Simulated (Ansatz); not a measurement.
Relaxation of SiTe₂ with RKS r2SCAN-D4/def2-TZVP.

```sh
$ ansatz run in.yaml --threads 4 --pin off --events-out ev --progress --plain --max-ram 3916MiB
```

```yaml
crystal:
  periodic: [false, false, false]
  atoms:
    - {symbol: Si, position_ang: [1.200360, -0.203400, -1.284120]}
    - {symbol: Te, position_ang: [-1.792420, 0.086990, 0.042590]}
    - {symbol: Te, position_ang: [0.592060, 0.116410, 1.241530]}
basis:
  gaussian: {orbitals: def2-TZVP}
hamiltonian: {xc: r2scan, dispersion: d4}
scf: {lower_state_search: "off"}
output: {orbitals: {seedname: orbitals}}
relax: {f_tol: 0.02, max_steps: 100}
```

Hardware: 4 threads of AMD EPYC 9R45 on a shared host. Wall time 4.5 s.

Positions (Å) and forces (eV/Å) at steps 1, 2, 3, 4, 5, 6, 7 of 7:

```xyz
3
step=1 energy=-22469.3173 eV
Si    1.200   -0.203   -1.284   -1.512    0.315    2.129
Te   -1.792    0.087    0.043    0.451   -0.117   -0.831
Te    0.592    0.116    1.242    1.060   -0.199   -1.298
3
step=2 energy=-22469.9134 eV
Si    1.054   -0.182   -1.161   -1.323    0.109    0.419
Te   -1.726    0.073   -0.048    0.725   -0.133   -0.861
Te    0.672    0.109    1.209    0.599    0.024    0.442
3
step=3 energy=-22470.3902 eV
Si    0.868   -0.167   -1.103   -0.872   -0.021   -0.524
Te   -1.616    0.055   -0.166    0.684   -0.088   -0.486
Te    0.748    0.112    1.268    0.188    0.108    1.011
3
step=4 energy=-22470.3367 eV rejected
Si    0.674   -0.158   -1.102    2.243   -0.227   -1.076
Te   -1.474    0.036   -0.275   -2.041    0.212    1.022
Te    0.800    0.123    1.377   -0.203    0.016    0.054
3
step=5 energy=-22470.5300 eV
Si    0.773   -0.165   -1.117   -0.046   -0.012   -0.122
Te   -1.553    0.045   -0.225    0.167    0.000    0.064
Te    0.781    0.119    1.342   -0.121    0.012    0.059
3
step=6 energy=-22470.5192 eV rejected
Si    0.769   -0.167   -1.137    0.086   -0.002    0.020
Te   -1.516    0.046   -0.205   -0.491   -0.005   -0.242
Te    0.748    0.121    1.342    0.406    0.007    0.222
3
step=7 energy=-22470.5325 eV
Si    0.769   -0.165   -1.127    0.004   -0.001   -0.007
Te   -1.541    0.045   -0.220   -0.005    0.000    0.001
Te    0.772    0.120    1.347    0.001    0.001    0.006
```

In the def2 sets Te takes a core potential; there is no spin–orbit coupling. The structure comes from a short search, and lower isomers may exist.
